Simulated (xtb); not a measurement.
xtb input (GFN2-xTB):

```bash
xtb mol.xyz --gfn 2 --sp --chrg 1 --uhf 0
```
mol.xyz:
```
11

C      0.00751336     1.37087273     0.17539980
C     -1.14438497     0.35348504     0.23860383
S     -0.00513306    -1.04373398    -0.26528146
C      1.14640594     0.33962309     0.24881721
H      0.00839729     2.10697436     0.97620320
H      0.01493500     1.89327114    -0.78020484
H     -1.99362645     0.46471405    -0.42827414
H     -1.47835350     0.10685418     1.24474232
H      2.00284367     0.44053075    -0.41045608
H      1.46838097     0.08902300     1.25788018
H      0.00234600    -0.78550894    -1.59231227
```

Output:

```
           -------------------------------------------------
          |                Calculation Setup                |
           -------------------------------------------------

           -------------------------------------------------
          |                 G F N 2 - x T B                 |
           -------------------------------------------------

        Reference                      10.1021/acs.jctc.8b01176
      * Hamiltonian:
        H0-scaling (s, p, d)           1.850000    2.230000    2.230000
        zeta-weighting                 0.500000
      * Dispersion:
        s8                             2.700000
        a1                             0.520000
        a2                             5.000000
        s9                             5.000000
      * Repulsion:
        kExp                           1.500000    1.000000
        rExp                           1.000000
      * Coulomb:
        alpha                          2.000000
        third order                    shell-resolved
        anisotropic                    true
        a3                             3.000000
        a5                             4.000000
        cn-shift                       1.200000
        cn-exp                         4.000000
        max-rad                        5.000000

          ...................................................
          :                      SETUP                      :
          :.................................................:
          :  # basis functions                  29          :
          :  # atomic orbitals                  28          :
          :  # shells                           16          :
          :  # electrons                        24          :
          :  max. iterations                   250          :
          :  Hamiltonian                  GFN2-xTB          :
          :  restarted?                      false          :
          :  GBSA solvation                  false          :
          :  PC potential                    false          :
          :  electronic temp.          300.0000000     K    :
          :  accuracy                    1.0000000          :
          :  -> integral cutoff          0.2500000E+02      :
          :  -> integral neglect         0.1000000E-07      :
          :  -> SCF convergence          0.1000000E-05 Eh   :
          :  -> wf. convergence          0.1000000E-03 e    :
          :  Broyden damping             0.4000000          :
          :  net charge                          1          :
          :  unpaired electrons                  0          :
          ...................................................

 iter      E             dE          RMSdq      gap      omega  full diag
   1    -12.8951927 -0.128952E+02  0.363E+00    5.29       0.0  T
   2    -12.9057487 -0.105559E-01  0.208E+00    4.97       1.0  T
   3    -12.9071771 -0.142842E-02  0.797E-01    4.63       1.0  T
   4    -12.9072133 -0.362216E-04  0.139E-01    4.58       1.0  T
   5    -12.9072556 -0.423282E-04  0.425E-02    4.63       1.0  T
   6    -12.9072560 -0.377431E-06  0.186E-02    4.63       1.6  T
   7    -12.9072566 -0.615888E-06  0.291E-03    4.63      10.4  T
   8    -12.9072566 -0.224718E-08  0.122E-03    4.63      24.7  T
   9    -12.9072566 -0.109354E-08  0.330E-04    4.63      91.4  T
  10    -12.9072566 -0.669989E-10  0.845E-05    4.63     356.8  T

   *** convergence criteria satisfied after 10 iterations ***

         #    Occupation            Energy/Eh            Energy/eV
      -------------------------------------------------------------
         1        2.0000           -0.9686468             -26.3582
       ...           ...                  ...                  ...
         6        2.0000           -0.7273787             -19.7930
         7        2.0000           -0.7087615             -19.2864
         8        2.0000           -0.6985067             -19.0073
         9        2.0000           -0.6891671             -18.7532
        10        2.0000           -0.6562189             -17.8566
        11        2.0000           -0.6434150             -17.5082
        12        2.0000           -0.6342077             -17.2577 (HOMO)
        13                         -0.4640851             -12.6284 (LUMO)
        14                         -0.4199774             -11.4282
        15                         -0.3034126              -8.2563
        16                         -0.2367645              -6.4427
        17                         -0.2288806              -6.2282
       ...                                ...                  ...
        28                          0.2967928               8.0761
      -------------------------------------------------------------
                  HL-Gap            0.1701227 Eh            4.6293 eV
             Fermi-level           -0.5491464 Eh          -14.9430 eV

 SCC (total)                   0 d,  0 h,  0 min,  0.008 sec
 SCC setup                      ...        0 min,  0.000 sec (  2.138%)
 Dispersion                     ...        0 min,  0.000 sec (  0.900%)
 classical contributions        ...        0 min,  0.000 sec (  0.397%)
 integral evaluation            ...        0 min,  0.001 sec ( 18.300%)
 iterations                     ...        0 min,  0.004 sec ( 43.973%)
 molecular gradient             ...        0 min,  0.003 sec ( 31.941%)
 printout                       ...        0 min,  0.000 sec (  2.128%)

         :::::::::::::::::::::::::::::::::::::::::::::::::::::
         ::                     SUMMARY                     ::
         :::::::::::::::::::::::::::::::::::::::::::::::::::::
         :: total energy             -12.760924224774 Eh    ::
         :: gradient norm              0.022700201583 Eh/a0 ::
         :: HOMO-LUMO gap              4.629274228225 eV    ::
         ::.................................................::
         :: SCC energy               -12.907253768125 Eh    ::
         :: -> isotropic ES            0.103452213185 Eh    ::
         :: -> anisotropic ES         -0.006532272417 Eh    ::
         :: -> anisotropic XC          0.009179271716 Eh    ::
         :: -> dispersion             -0.005007714021 Eh    ::
         :: repulsion energy           0.146329543350 Eh    ::
         :: add. restraining           0.000000000000 Eh    ::
         :: total charge               1.000000000000 e     ::
         :::::::::::::::::::::::::::::::::::::::::::::::::::::

           -------------------------------------------------
          |                Property Printout                |
           -------------------------------------------------

    * Orbital Energies and Occupations

         #    Occupation            Energy/Eh            Energy/eV
      -------------------------------------------------------------
         1        2.0000           -0.9686468             -26.3582
         2        2.0000           -0.8434368             -22.9511
         3        2.0000           -0.8095085             -22.0278
         4        2.0000           -0.7697261             -20.9453
         5        2.0000           -0.7450014             -20.2725
         6        2.0000           -0.7273787             -19.7930
         7        2.0000           -0.7087615             -19.2864
         8        2.0000           -0.6985067             -19.0073
         9        2.0000           -0.6891671             -18.7532
        10        2.0000           -0.6562189             -17.8566
        11        2.0000           -0.6434150             -17.5082
        12        2.0000           -0.6342077             -17.2577 (HOMO)
        13                         -0.4640851             -12.6284 (LUMO)
        14                         -0.4199774             -11.4282
        15                         -0.3034126              -8.2563
        16                         -0.2367645              -6.4427
        17                         -0.2288806              -6.2282
        18                         -0.2232586              -6.0752
        19                         -0.1426780              -3.8825
        20                         -0.0923501              -2.5130
        21                         -0.0510298              -1.3886
        22                         -0.0150822              -0.4104
        23                         -0.0149640              -0.4072
       ...                                ...                  ...
        28                          0.2967928               8.0761
      -------------------------------------------------------------
                  HL-Gap            0.1701227 Eh            4.6293 eV
             Fermi-level           -0.5491464 Eh          -14.9430 eV

     #   Z          covCN         q      C6AA      α(0)
     1   6 C        4.125    -0.076    21.857     6.640
     2   6 C        3.847    -0.060    21.628     6.615
     3  16 S        3.175     0.317   128.804    19.101
     4   6 C        3.847    -0.060    21.628     6.615
     5   1 H        0.925     0.111     1.686     2.030
     6   1 H        0.925     0.098     1.807     2.102
     7   1 H        0.925     0.118     1.629     1.996
     8   1 H        0.925     0.121     1.607     1.982
     9   1 H        0.925     0.118     1.629     1.996
    10   1 H        0.925     0.121     1.607     1.982
    11   1 H        0.921     0.194     1.132     1.664

 Mol. C6AA /au·bohr⁶  :       1158.111034
 Mol. C8AA /au·bohr⁸  :      34096.385822
 Mol. α(0) /au        :         52.725528

Wiberg/Mayer (AO) data.
largest (>0.10) Wiberg bond orders for each atom

 ---------------------------------------------------------------------------
     #   Z sym  total        # sym  WBO       # sym  WBO       # sym  WBO
 ---------------------------------------------------------------------------
     1   6 C    3.972 --     2 C    1.010     4 C    1.010     6 H    0.972
                             5 H    0.966
     2   6 C    3.921 --     1 C    1.010     3 S    0.973     7 H    0.966
                             8 H    0.962
     3  16 S    2.952 --     4 C    0.973     2 C    0.973    11 H    0.942
     4   6 C    3.921 --     1 C    1.010     3 S    0.973     9 H    0.966
                            10 H    0.962
     5   1 H    0.988 --     1 C    0.966
     6   1 H    0.990 --     1 C    0.972
     7   1 H    0.986 --     2 C    0.966
     8   1 H    0.985 --     2 C    0.962
     9   1 H    0.986 --     4 C    0.966
    10   1 H    0.985 --     4 C    0.962
    11   1 H    0.963 --     3 S    0.942
 ---------------------------------------------------------------------------

Topologies differ in total number of bonds
Writing topology from bond orders to xtbtopo.mol

molecular dipole:
                 x           y           z       tot (Debye)
 q only:        0.001      -0.149      -0.376
   full:        0.001      -0.153      -0.453       1.217
molecular quadrupole (traceless):
                xx          xy          yy          xz          yz          zz
 q only:        0.582      -0.012       0.012       0.017       1.987      -0.594
  q+dip:        0.492      -0.023      -2.294       0.002       1.288       1.803
   full:        0.727      -0.023      -1.731       0.009       1.728       1.004

           -------------------------------------------------
          | TOTAL ENERGY              -12.760924224774 Eh   |
          | GRADIENT NORM               0.022700201583 Eh/α |
          | HOMO-LUMO GAP               4.629274228225 eV   |
           -------------------------------------------------

------------------------------------------------------------------------
------------------------------------------------------------------------
 total:
Note: The following floating-point exceptions are signalling: IEEE_UNDERFLOW_FLAG IEEE_DENORMAL
normal termination of xtb
 SCF:
```

It need not be the lowest isomer of its formula.
